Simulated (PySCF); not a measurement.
SMILES C=C[SiH2][SiH2][Si](Cl)(Cl)Cl (GFN2-xTB optimised geometry):

```
15

C      2.664    -1.222     4.080
C      1.796    -0.495     3.394
Si     2.228     0.634     1.951
Si     1.314    -0.259     0.000
Si    -1.014    -0.259     0.000
Cl    -1.742     1.646     0.000
Cl    -1.740    -1.130     1.696
Cl    -1.918    -1.212    -1.548
H      3.719    -1.198     3.861
H      2.369    -1.870     4.892
H      0.747    -0.563     3.662
H      3.690     0.762     1.880
H      1.687     1.970     2.246
H      1.740    -1.646    -0.244
H      1.742     0.464    -1.207
```

Level of theory: PBE/def2-TZVP (PySCF).

Q: What are the frontier orbital energies and the dipole moment?

A: HOMO-2 -7.62 eV, HOMO-1 -7.40 eV, HOMO -6.87 eV, LUMO -1.85 eV, LUMO+1 -1.78 eV; dipole moment 1.99 D.

Meta-Löwdin charges at PBE/def2-TZVP: C1 -0.23, C2 -0.32, Si3 0.36, Si4 0.06, Si5 0.73, Cl6 -0.26, Cl7 -0.26, Cl8 -0.24, H9 0.12, H10 0.13, H11 0.13, H12 -0.06, H13 -0.06, H14 -0.04, H15 -0.04.
